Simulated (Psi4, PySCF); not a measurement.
Input for PySCF:
```python
from pyscf import gto, scf, dft

mol = gto.Mole()
mol.atom = '''
    F    -0.453146   -1.292907   -1.288811
    Te   -0.000000    0.000000   -0.000000
    F     1.818547   -0.203473   -0.435281
    F     0.159781   -1.350916    1.299030
    F    -0.159781    1.350916   -1.299030
    F     0.453146    1.292907    1.288811
    F    -1.818547    0.203473    0.435281
'''
mol.basis = 'def2-svp'
mol.ecp = {'Te': 'def2-svp'}
mol.charge = 0
mol.spin = 0
mol.verbose = 4
mol.build()

mf = dft.RKS(mol)
mf.xc = 'blyp'
mf.grids.atom_grid = (99, 590)
mf.grids.prune = None
mf.kernel()
```

Question: Write the same job for Psi4.

Answer: One answer among several that fit: 
```
memory 2 GB

molecule {
0 1
  F    -0.45314588   -1.29290688   -1.28881114
  Te   -0.00000000    0.00000000   -0.00000000
  F     1.81854678   -0.20347278   -0.43528149
  F     0.15978096   -1.35091604    1.29903018
  F    -0.15978096    1.35091604   -1.29903018
  F     0.45314588    1.29290688    1.28881114
  F    -1.81854678    0.20347278    0.43528149
}

set basis def2-svp
set scf_type pk
set puream true
set d_convergence 1e-8
set dft_radial_points 99
set dft_spherical_points 590

energy('blyp')
print_variables()
```

Both were run: PySCF gave -866.464809 Eh and Psi4 -866.464760 Eh, 0.049 mEh apart.
